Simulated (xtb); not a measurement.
F5Sb (SMILES [F][Sb]([F])([F])([F])[F]), singlet, geometry from GFN2-xTB; GFN2-xTB with ALPB(benzene) (xtb).

Here is a job for xtb.
```
$ xtb mol.xyz --gfn 2 --alpb benzene --json

# file mol.xyz
6

Sb    -0.00538098    -0.01804812    -0.00232090
F      1.27108124    -0.77244999     1.17556001
F     -1.28766979     0.72948715    -1.17818027
F      0.23534493     1.68191679     0.82082326
F      1.08319346    -0.49526191    -1.49023129
F     -1.32250323    -1.22629968     0.65862935
```

It wrote (shortened):

```
   ID    Z sym.   atoms
    1   51 Sb     1
    2    9 F      2-6

           -------------------------------------------------
          |                Calculation Setup                |
           -------------------------------------------------

           -------------------------------------------------
          |                 G F N 2 - x T B                 |
           -------------------------------------------------

      * Solvation model:               ALPB
        Solvent                        benzene
        Parameter file                 internal GFN2-xTB/ALPB
        Dielectric constant                7.0000E+00
        Reference state                gsolv [1 M gas/solution]
        Free energy shift                  4.6744E-03 Eh       2.9333E+00 kcal/mol
        Temperature                        2.9815E+02 K
        Density                            8.6700E-01 kg/L
        Solvent mass                       7.8110E+01 g/mol
        Interaction kernel             P16
        Born radius scaling (c1)           1.6914E+00
        Born radii integrator          GBOBC
        Born offset                        0.0000E+00 a0       0.0000E+00 AA
        H-bond correction              false
        Ion screening                  false
        Surface tension                    1.0000E-05 Eh       1.5569E+01 dyn/cm
        Grid points                               230 per atom

          ...................................................
          :                      SETUP                      :
          :.................................................:
          :  # basis functions                  30          :
          :  # atomic orbitals                  29          :
          :  # shells                           13          :
          :  # electrons                        40          :
          :  max. iterations                   250          :
          :  Hamiltonian                  GFN2-xTB          :
          :  restarted?                      false          :
          :  GBSA solvation                   true          :
          :  PC potential                    false          :
          :  electronic temp.          300.0000000     K    :
          :  accuracy                    1.0000000          :
          :  -> integral cutoff          0.2500000E+02      :
          :  -> integral neglect         0.1000000E-07      :
          :  -> SCF convergence          0.1000000E-05 Eh   :
[...]
         :: total energy             -25.939967315210 Eh    ::
[...]

     #   Z          covCN         q      C6AA      α(0)
     1  51 Sb       3.604     0.621   342.544    35.234
     2   9 F        0.721    -0.134    10.580     3.841
     3   9 F        0.721    -0.134    10.580     3.841
     4   9 F        0.721    -0.118    10.431     3.814
     5   9 F        0.721    -0.118    10.430     3.814
     6   9 F        0.721    -0.118    10.429     3.814

 Mol. C6AA /au·bohr⁶  :       1151.521645
 Mol. C8AA /au·bohr⁸  :      64675.048814
 Mol. α(0) /au        :         54.357320

Wiberg/Mayer (AO) data.
largest (>0.10) Wiberg bond orders for each atom

 ---------------------------------------------------------------------------
     #   Z sym  total        # sym  WBO       # sym  WBO       # sym  WBO
 ---------------------------------------------------------------------------
     1  51 Sb   4.723 --     4 F    0.967     5 F    0.966     6 F    0.965
                             3 F    0.913     2 F    0.913
     2   9 F    1.320 --     1 Sb   0.913     6 F    0.129     5 F    0.128
                             4 F    0.128
     3   9 F    1.320 --     1 Sb   0.913     6 F    0.129     5 F    0.128
                             4 F    0.128
     4   9 F    1.339 --     1 Sb   0.967     2 F    0.128     3 F    0.128
     5   9 F    1.339 --     1 Sb   0.966     2 F    0.128     3 F    0.128
     6   9 F    1.339 --     1 Sb   0.965     2 F    0.129     3 F    0.129
 ---------------------------------------------------------------------------

Topologies differ in total number of bonds
Writing topology from bond orders to xtbtopo.mol

molecular dipole:
                 x           y           z       tot (Debye)
 q only:       -0.002      -0.002       0.000
   full:       -0.003      -0.004       0.001       0.013
molecular quadrupole (traceless):
                xx          xy          yy          xz          yz          zz
 q only:       -0.221       0.440       0.303      -0.707       0.436      -0.083
  q+dip:       -0.398       0.794       0.547      -1.276       0.786      -0.149
   full:       -0.574       1.125       0.783      -1.818       1.131      -0.209

           -------------------------------------------------
          | TOTAL ENERGY              -25.939967315210 Eh   |
          | GRADIENT NORM               0.000570804042 Eh/α |
          | HOMO-LUMO GAP               6.339640488214 eV   |
           -------------------------------------------------

normal termination of xtb
```
